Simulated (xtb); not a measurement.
C₃H₃ (SMILES [C-]#CC), charge -1, singlet, geometry from GFN2-xTB. Base run: GFN0-xTB (xtb 6.7.1).

Geometry (Å):
```xyz
6

C      0.0018    -0.0008     0.3481
C      0.0081    -0.0038     1.5765
C     -0.0059     0.0027    -1.1433
H      0.0396     1.0285    -1.5603
H      0.8556    -0.5499    -1.5682
H     -0.9193    -0.4674    -1.5589
```
Charge -1, spin multiplicity 1.
All else is at xtb's defaults.
Base energy -9.38755 Eh.

Each row names what was changed in the base input (with any setting that the change needs).

```tsv
change	ΔE vs base (kcal/mol)	HOMO-LUMO gap (eV)
base	0.000	5.93
etemp = 10	0.000	5.93
etemp = 3000	0.000	5.93
etemp = 10000	?	5.93
file = coord	0.000	5.93
etemp = 1000	0.000	5.93
```

Task: Complete the blanks.

Result: 
- etemp = 10000, ΔE vs base (kcal/mol): -6.08
